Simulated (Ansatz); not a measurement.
One change: `FC([SiH3])[SiH2]S` becomes `FC([SiH3])[SiH2][SiH3]`.

Ansatz, PBE0-D4/def2-TZVP geometries, multiplicity 1. Each molecule was computed in one conformer, which needn't be the lowest.

```tsv
property	`FC([SiH3])[SiH2]S`
LUMO energy (ωB97M-V/def2-TZVPP) / eV	1.50
LUMO energy (PBE0/def2-TZVPP) / eV	-0.31
HOMO–LUMO gap (B3LYP/def2-TZVPP) / eV	6.77
HOMO–LUMO gap (PBE0/def2-TZVPP) / eV	7.20
HOMO energy (PBE/def2-TZVPP) / eV	-6.28
HOMO energy (ωB97M-V/def2-TZVPP) / eV	-9.69
```

**Question.** What does the change do to each property? (An estimate is asked.)

**Answer.** The calculation gave: 
| property | `FC([SiH3])[SiH2][SiH3]` | shift |
| --- | --- | --- |
| LUMO energy (ωB97M-V/def2-TZVPP) / eV | 1.40 | -0.10 |
| LUMO energy (PBE0/def2-TZVPP) / eV | -0.29 | 0.02 |
| HOMO–LUMO gap (B3LYP/def2-TZVPP) / eV | 7.62 | 0.85 |
| HOMO–LUMO gap (PBE0/def2-TZVPP) / eV | 8.00 | 0.80 |
| HOMO energy (PBE/def2-TZVPP) / eV | -6.97 | -0.69 |
| HOMO energy (ωB97M-V/def2-TZVPP) / eV | -10.35 | -0.66 |

B3LYP here is the variant with VWN-RPA as its local correlation; programs differ in this.
